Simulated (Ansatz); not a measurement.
`O[SiH](O)N[SiH3]`. Charge 0, multiplicity 1. The structure was optimised at the PBE0-D4/def2-TZVP level. It is one conformer, not always the lowest.

```xyz
12

O    -1.252   -0.938    1.795
Si   -0.942   -0.489    0.253
O    -2.350    0.196   -0.251
N     0.398    0.570    0.236
Si    1.905    0.416   -0.593
H    -2.171   -1.109    2.007
H    -0.578   -1.630   -0.618
H    -2.384    0.532   -1.148
H     0.328    1.354    0.874
H     1.787   -0.729   -1.530
H     2.215    1.652   -1.362
H     3.043    0.175    0.336
```

Question: What is the dipole moment at B3LYP/def2-TZVPP? (Estimate.)

Answer: The calculation gave: 1.44 D, with components (-0.83, 0.87, -0.78) D in this frame, pointing from negative to positive charge.

Question: And with PBE, r2SCAN, ωB97M-V? (An estimate is asked.)

Answer: The calculation gave: PBE 1.44 D, r2SCAN 1.47 D, ωB97M-V 1.46 D.

Question: Give the Mulliken charges with B3LYP, ωB97M-V, PBE in def2-TZVPP. (Best estimate.)

Answer: The calculation gave: 
| atom | B3LYP | ωB97M-V | PBE |
| --- | --- | --- | --- |
| O1 | -0.40 | -0.39 | -0.36 |
| Si2 | 0.65 | 0.60 | 0.52 |
| O3 | -0.39 | -0.38 | -0.35 |
| N4 | -0.33 | -0.34 | -0.27 |
| Si5 | 0.33 | 0.23 | 0.25 |
| H6 | 0.19 | 0.18 | 0.19 |
| H7 | -0.12 | -0.07 | -0.12 |
| H8 | 0.18 | 0.17 | 0.19 |
| H9 | 0.12 | 0.10 | 0.13 |
| H10 | -0.06 | -0.02 | -0.05 |
| H11 | -0.08 | -0.04 | -0.06 |
| H12 | -0.07 | -0.04 | -0.06 |

B3LYP here is the variant with VWN-RPA as its local correlation; programs differ in this.

All numbers were calculated with Ansatz.
